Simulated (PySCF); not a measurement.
**Electronic structure of In (indium, neutral) at the UHF level**

Configuration: [Kr] 4d10 5s1 5p2, high-spin 4P determinant (an excited configuration). Calculation: PySCF 2.14, in ANO-RCC-VTZP; the spin-free X2C one-electron Hamiltonian (Gaussian nucleus).

| Item | Value |
| --- | --- |
| Total energy | -5877.949830 hartree |
| One-electron energy | -8090.8631 hartree |
| Hartree (Coulomb) energy | 2371.6944 hartree |
| Exchange energy | -158.7811 hartree |
| ⟨S²⟩ | 3.7544 |
| ⟨L²⟩ | 2.017 |
| Sum of ⟨r⟩ | 35.54 bohr |
| Sum of ⟨r²⟩ | 62.47 bohr² |
| Traceless quadrupole moment −½Σ⟨3z² − r²⟩ along its main axis | 5.94 e·bohr² |
| Langevin diamagnetic susceptibility | -49.5 ×10⁻⁶ cm³/mol |

```
shell  electrons  mean orbital energy (hartree)  spread (hartree)  rms radius, mean of both spins (bohr)
 1s α          1                    -1031.86647                 0                                 0.0340
 1s β          1                    -1031.86192                 0                                 0.0340
 2s α          1                     -157.87966                 0                                  0.139
 2s β          1                     -157.87771                 0                                  0.139
 2p α          3                     -141.54030           0.00005                                  0.124
 2p β          3                     -141.53943           0.00190                                  0.124
 3s α          1                      -31.43493                 0                                  0.371
 3s β          1                      -31.42807                 0                                  0.371
 3p α          3                      -25.93620           0.00123                                  0.372
 3p β          3                      -25.93195           0.00483                                  0.372
 3d β          5                      -17.38251           0.00415                                  0.352
 3d α          5                      -17.38251           0.00371                                  0.352
 4s α          1                       -5.35494                 0                                  0.908
 4s β          1                       -5.34048                 0                                  0.908
 4p α          3                       -3.62833           0.00160                                  0.990
 4p β          3                       -3.62176           0.01093                                  0.990
 4d α          5                       -1.06118           0.00972                                   1.27
 4d β          5                       -1.04981           0.01516                                   1.27
 5s α          1                       -0.52119                 0                                   2.88
 5p α          2                       -0.24856                 0                                   3.74
```

Densities and radii are taken from the X2C orbitals without a picture-change correction, which distorts them close to the nucleus.

Spin-orbit constants ζ (cm⁻¹) from the X2C one-electron operator on these orbitals: bare nucleus, nucleus screened by l(l+1)(2l+1)/3 electrons, and screened by the Breit-Pauli mean field of the electrons.

| shell | bare | screened nucleus | mean field |
| --- | --- | --- | --- |
| 2p | 1133000 | 1087000 | n/a |
| 3p | 207200 | 198800 | n/a |
| 3d | 30930 | 24620 | n/a |
| 4p | 33770 | 32390 | n/a |
| 4d | 3309 | 2633 | n/a |
| 5p | 1643 | 1576 | n/a |

To first order the Landé constant is A = 525.5 cm⁻¹, so the lowest level has J = 1/2 and lies 0.163 eV below the centre of the term. This holds in LS coupling only.
